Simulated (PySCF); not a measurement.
C2H7FOSi. Atoms are numbered in the order given.

```xyz
12

Si    -0.4391     0.3661     0.2423
O     -1.1980    -1.0113     0.7557
F     -1.3944     1.1495    -0.8185
C      1.1696     0.0133    -0.6310
C      2.1764    -0.7557     0.2218
H     -0.2967     1.2154     1.4488
H     -1.3483    -1.7032     0.1051
H      0.9358    -0.5396    -1.5588
H      1.5903     0.9779    -0.9654
H      2.4519    -0.1932     1.1281
H      3.1065    -0.9623    -0.3294
H      1.7651    -1.7209     0.5558
```

Geometry: PBE0-D3(BJ)/def2-SVP. The structure was generated by enumeration, and PubChem lists no compound with its InChIKey, so it may never have been made. The values are those of a single conformer.

Method: TDA-ωB97X/def2-SVPD run with PySCF 2.14.0.

Vertical excitations. 

Computed excitation energies, oscillator strengths and character:
```tsv
state	energy (eV)	λ (nm)	f	main pairs
S1	8.26	150	0.017	HOMO→LUMO 75 %
S2	8.53	145	0.001	HOMO→LUMO+1 72 %
S3	8.84	140	0.024	HOMO→LUMO+2 66 %
S4	8.97	138	0.039	HOMO−1→LUMO 53 %, HOMO−2→LUMO 9 %
S5	9.74	127	0.060	HOMO−2→LUMO 48 %, HOMO−2→LUMO+1 12 %, HOMO→LUMO+3 9 %
S6	9.78	127	0.173	HOMO→LUMO+3 66 %
S7	9.92	125	0.038	HOMO−5→LUMO 18 %, HOMO→LUMO+5 17 %, HOMO−2→LUMO+1 16 %, HOMO−3→LUMO 12 %
S8	10.14	122	0.097	HOMO→LUMO+4 64 %
S9	10.25	121	0.012	HOMO−1→LUMO+1 28 %, HOMO→LUMO+5 26 %, HOMO−1→LUMO+2 8 %
S10	10.30	120	0.065	HOMO−1→LUMO+2 14 %, HOMO→LUMO+5 14 %, HOMO→LUMO+6 13 %, HOMO−3→LUMO+1 10 %
T1	7.99	155	0	HOMO→LUMO 63 %, HOMO−1→LUMO 10 %
T2	8.19	151	0	HOMO→LUMO+1 66 %
T3	8.54	145	0	HOMO→LUMO+2 64 %
T4	8.61	144	0	HOMO−1→LUMO 49 %, HOMO→LUMO 9 %, HOMO−2→LUMO 9 %
```
Triplets are in the Tamm–Dancoff approximation.
